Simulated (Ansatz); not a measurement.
`[CH3][Ta]([NH2])([F])=[S]` + HCl → `[CH3][Ta]([F])(=[S])[Cl]` + NH₃ at 400 K and 1 bar (ligand exchange at a Ta–N bond).

Gas-phase electronic energies from Ansatz, PBE0-D4/def2-TZVP geometries. CBS: MP2 limit from def2 TZ/QZ plus the TZ coupled-cluster correction, frozen cores. This one scheme is used for every species. Elements past krypton have def2 core potentials. For Ta outer-core shells are correlated without core-valence functions, which leaves a few kJ/mol of doubt a bond. One conformer a species, not always the lowest.

```
                    species  CCSD(T)/CBS energy (Eh)  H − E (kJ/mol)  S (J/(mol·K))
`[CH3][Ta]([NH2])([F])=[S]`               -650.38845           206.0          418.8
                        HCl               -460.38127            29.6          195.4
 `[CH3][Ta]([F])(=[S])[Cl]`              -1054.28407           140.0          415.4
                        NH₃                -56.50880           104.2          203.1
```

H − E and S are ideal-gas, rigid-rotor, harmonic terms from PBE0-D4/def2-TZVP, for one conformer and one mirror image of each species. 1 Eh = 2625.50 kJ/mol, R = 8.31446 J/(mol·K).

By hand: ΔE, ΔH, ΔS and ΔG.

ΔE = (-1054.28407) + (-56.50880) − (-650.38845) − (-460.38127) = -0.02315 Eh = -60.8 kJ/mol. Δ(H − E) = 140.0 + 104.2 − 206.0 − 29.6 = 8.6, so ΔH = -52.2 kJ/mol. ΔS = 415.4 + 203.1 − 418.8 − 195.4 = 4.3 J/(mol·K). ΔG = -52.2 − 400 × (4.3)/1000 = -53.9 kJ/mol.

By hand: the equilibrium constant, and the temperature at which ΔG would vanish if ΔH and ΔS stayed fixed.

log₁₀ K = −ΔG/(RT ln 10) = 7.0. ΔH and −TΔS have one sign here, so there is no such temperature. One of them is within its doubt of zero, so this could turn.

The number of gas molecules stays the same, so ΔS is small and ΔH decides. A doubt of 5 kJ/mol in ΔE shifts log₁₀ K by 0.7 here. Other conformers and mirror images would add mixing entropy, several J/(mol·K) or more a flexible species. These are equilibria of isolated gas molecules and say nothing of rates. Largest T1 diagnostic: 0.020 (customary marks: 0.02 for closed shells, 0.045 for open ones).
